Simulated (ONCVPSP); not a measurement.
**Sn (Z = 50): variants of one ONCV potential**

Base potential:

tin, optimised norm-conserving Vanderbilt (ONCV), made with ONCVPSP 4.0.1 (LDA (Perdew-Zunger), scalar-relativistic). Core [Kr] 4d10, reference 5s1 5p3. Waves: 5s: rc 2.10 bohr, ncon 3, nbas 7, qcut 3.3 1/bohr, 1 projector; 5p: rc 2.10 bohr, ncon 5, nbas 9, qcut 3.4 1/bohr, 1 projector. Local part: polynomial inside 2.00 bohr (lpopt 5, dvloc0 3 Ha). Core correction: Teter function, fcfact 2.75, rcfact 1.2.

Cutoffs, loose and tight: the cutoffs (Ha) at which the residual kinetic energy of the hardest occupied pseudo-wave falls to 1 and 0.1 mHa per electron. They do not see the model core or the augmentation charge, which bear on the density cutoff. Test errors are all-electron minus pseudo excitation energies from the reference, over the configurations 5s2 5p2; 5s2 5p1; 5s2 5p0; 5s2 5p1.5. A dash means not determined; rows that change the core or the reference have their own tests.

```tsv
change	outcome	cutoff, loose	cutoff, tight	bound ghosts	GHOST(+) flags above zero	largest test error (meV)
base	generated	5.8 Ha	29 Ha	none	none	+30
core correction Teter function, fcfact 2.75, rcfact 1	generated	5.8 Ha	29 Ha	none	none	+50
core correction Teter function, fcfact 2.75, rcfact 1.32	generated	5.8 Ha	29 Ha	none	none	-3.4
core correction Teter function, fcfact 2.75, rcfact 1.52	generated	5.8 Ha	29 Ha	none	none	-95
core correction Teter function, fcfact 2.75, rcfact 1.6	generated	5.8 Ha	29 Ha	none	none	-150
core correction Teter function, fcfact 2.75, rcfact 2.04	generated	5.8 Ha	29 Ha	none	none	-550
```

What comes out with this change to the base: core correction Teter function, fcfact 2.75, rcfact 1.78?

outcome: generated; cutoff, loose: 5.8 Ha; cutoff, tight: 29 Ha; bound ghosts: none; GHOST(+) flags above zero: none; largest test error (meV): -305.

What comes out with this change to the base: core correction Teter function, fcfact 2.75, rcfact 1.12?

outcome: generated; cutoff, loose: 5.8 Ha; cutoff, tight: 29 Ha; bound ghosts: none; GHOST(+) flags above zero: none; largest test error (meV): +41.

What comes out with this change to the base: core correction Teter function, fcfact 2.75, rcfact 1.94?

outcome: generated; cutoff, loose: 5.8 Ha; cutoff, tight: 29 Ha; bound ghosts: none; GHOST(+) flags above zero: none; largest test error (meV): -457.

Reading the sweep of the rcfact (base included, trends over the rows without a ghost): The loose cutoff stays near 5.8 Ha. The median size of the test errors (rows with all tests solved) is not monotonic: lowest 1.2 meV at 1.32, highest 91.0 meV at 2.04.
